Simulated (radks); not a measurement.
Results of a calculation; reference values are marked as such.
Tm56+, 13 electrons, occupied as [Ne] 3s2 3p1 (the NIST ground configuration). Code: a radial shooting solver on a logarithmic mesh with Libxc functionals. Model: Dirac Kohn-Sham, exchange-only PBE, spin-unpolarised, spherical densities, finite nucleus; open shells fill j = l - 1/2 first; Fermi nuclear charge, rms radius 5.2256 fm.

Spin-orbit splittings of the eigenvalues, e(l+1/2) - e(l-1/2), with zeta = 2 splitting/(2l+1) and mean radii in bohr:

| shell | occ. | splitting (eV) | zeta (eV) | <r> j=l-1/2 | <r> j=l+1/2 |
|---|---|---|---|---|---|
| 2p | 6 | 1010 | 673.4 | 0.06901 | 0.07610 |
| 3p | 1 | 268.3 | 178.9 | 0.1887 | 0.1991 |
